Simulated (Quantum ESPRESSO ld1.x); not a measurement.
The numbers below are computed, except where a source is named.
V III, configuration [Ne] 3p6 3d3 4f2 (not the ground configuration).

Code: ld1.x of Quantum ESPRESSO 7.5. Model: scalar-relativistic Kohn-Sham, HCTH/120, spin-unpolarised, spherical densities, point nucleus.

Energy parts (Ry):
| part | energy |
|---|---|
| total | -1883.596 |
| kinetic | 1900.787 |
| electron-nucleus | -4421.934 |
| Hartree | 725.562 |
| exchange-correlation | -88.012 |

Orbitals (lengths in bohr, moments of r in powers of bohr; <r^-3> diverges for s and p1/2):
orbital  occ.  eigenvalue (Ry)   <r^-3>
1s          2         -398.003        -
2s          2         -48.0347        -
2p          6         -40.7850    312.3
3s          0         -8.33617        -
3p          6         -6.35580    40.81
3d          3         -3.29674    3.880
4p          0         -1.58235    5.958
4f          2         -0.54299  0.02557

The highest occupied level is 4f at -7.388 eV. The configuration is held as typed, so some empty levels lie below it. Summed over all electrons, <r^2> = 62.90 bohr^2, which gives a Langevin (diamagnetic) susceptibility term of -49.8 x 10^-6 cm^3/mol.
